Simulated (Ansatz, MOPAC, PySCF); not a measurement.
Molecule: SiN$_{3}$H$_{7}$ (charge 0, singlet). SMILES: N[SiH](N)N
Geometry: optimised at B3LYP-D3(BJ)/def2-TZVP (Ansatz, a quantum-chemistry and plane-wave program).

Wanted: size of the dipole moment, in D. Terms: dispersion terms only where a functional's name holds one; no spin-orbit coupling; six Cartesian d functions in 6-31G* and its kin unless marked 5d; non-relativistic; 6-311+G** with 5d, 6d on Na to Ar in Ansatz. Ab initio and DFT rows: single points at B3LYP-D3(BJ) geometries (Ansatz). Semi-empirical rows: dipoles at the shared geometry.

```csv
level,program,size of the dipole moment (D)
PM6,MOPAC,1.68
BLYP/6-31G*,Ansatz,1.27
BP86/def2-SVP,PySCF,1.27
B3LYP/STO-3G,Ansatz,0.88
B3LYP/3-21G,Ansatz,1.38
B3LYP/6-31G*,Ansatz,1.26
B3LYP/cc-pVDZ,Ansatz,1.18
B3LYP/6-311+G**,Ansatz,1.02
M06-2X/6-311+G**,PySCF,1.00
B3PW91/6-31G* (5d),PySCF,1.28
```

No value to compare with is used here. The 10 habitual levels span 0.88 (B3LYP/STO-3G) to 1.68 D (PM6).

The levels are drawn from those run, B3LYP/6-31G* more often than the rest, none by its result; left out are runs that failed, that the program found above a lower state of the same kind, or whose <S^2> lies over 0.5 above the pure value.
